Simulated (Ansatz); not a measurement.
Ansatz results at the PBE0-D4/def2-TZVP geometry: LUMO energy (ωB97M-V/def2-TZVPP) 1.47 eV; HOMO–LUMO gap (B3LYP/def2-TZVPP) 6.90 eV; HOMO–LUMO gap (ωB97M-V/def2-TZVPP) 11.14 eV.

Each molecule was computed in one conformer, which needn't be the lowest.

**Question.** Which molecule gave them?
A. `[OH][Ga-]([OH])([OH])[PH3+]`
B. `C[B-](C)(C)[NH3+]`
C. `[SiH3][O+]([SiH3])[GaH3-]`
D. `C[B-](Cl)(Cl)[NH2+][SiH3]`

**Answer.** B. The others give `[OH][Ga-]([OH])([OH])[PH3+]`: 1.54, 7.31, 11.82; `C[B-](Cl)(Cl)[NH2+][SiH3]`: 0.97, 6.77, 11.11; `[SiH3][O+]([SiH3])[GaH3-]`: 0.67, 6.49, 10.86.

B3LYP here is the variant with VWN-RPA as its local correlation; programs differ in this.
